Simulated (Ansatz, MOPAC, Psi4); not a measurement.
Species: CCl₂F (charge 0, doublet). SMILES: [C](Cl)(F)Cl
Coordinates optimised at B3LYP-D3(BJ)/def2-TZVP (Ansatz, a program for electronic structure):
```xyz
4

C     -0.0366    -0.4507    -0.0829
F     -0.1206    -1.3046     0.9320
Cl    -1.4315     0.5475    -0.2506
Cl     1.5082     0.3022    -0.2135
```
Charge 0, spin multiplicity 2.

PM6 beside other levels, property by property. Set-up: each state is the SCF solution reached for its charge and spin; 6-31G* and kin with 6d, 5d where marked; dispersion terms only where a functional's name holds one; non-relativistic; UHF or UKS for open shells; valence correlation only; spin-orbit terms left out; 6-311+G** with 5d, 6d on Na to Ar in Ansatz. CBS marks a two-point X^-3 extrapolation of the correlation energy; Hartree-Fock from the larger set. [CCSD(T)-MP2]/basis is that difference in the basis named. First-principles rows: single points at B3LYP-D3(BJ) geometries (Ansatz), with unscaled harmonic terms from B3LYP/6-31G* (Ansatz) at its own minima, enthalpies of formation by atomisation with measured atoms. Semi-empirical rows: MOPAC heats of formation at their own minima for 298 K; differences of heats of formation at the shared geometry for vertical values. Sets without +, aug- or the D of def2-TZVPD hold no diffuse functions, which anions need.

Coupled cluster (Ansatz) is a level with limits of its own, used here on species with T1 under 0.025 (0.045 for open shells) and stable references: (a) RI-MP2/CBS(aug-cc-pV(T+d)Z,aug-cc-pV(Q+d)Z)+[CCSD(T)-MP2]/aug-cc-pV(D+d)Z; (b) RI-MP2/CBS(cc-pV(T+d)Z,cc-pV(Q+d)Z)+[CCSD(T)-MP2]/cc-pV(T+d)Z.

| property | PM6 (MOPAC) | B3LYP/6-311+G** (Ansatz) | wB97X-D/6-31G* (Psi4) | PBE/def2-TZVPD (Ansatz) | to compare with |
|---|---|---|---|---|---|
| enthalpy of formation at 298 K (kcal/mol) | -39.7 | -10.8 | -21.5 | -48.6 | -22.9 coupled cluster (b) |
| vertical ionisation energy to the singlet (eV) | 9.74 | 9.41 | 9.35 | 8.97 | 9.29 coupled cluster (a) |
| vertical electron affinity to the singlet (eV) | 2.15 | 0.69 | -0.07 | 0.67 | 0.84 coupled cluster (a) |

As the rows show:
- enthalpy of formation at 298 K: PM6 lies 16.8 kcal/mol below coupled cluster.
- vertical ionisation energy to the singlet: PM6 lies 0.45 eV above coupled cluster.
- vertical electron affinity to the singlet: PM6 lies 1.31 eV above coupled cluster.

The properties are those with a value to compare with, at most eight drawn at random. No case is left out for the size of its miss. Left out are saddle points of the reference geometry, anions that the best level run finds unbound, excited spin states, species near biochemistry, 298 K rows of species without real B3LYP wavenumbers, cases with under five habitual levels, runs that failed or that the program found above a lower state of the same kind, table entries that another table contradicts, and a share of species set aside by lot.
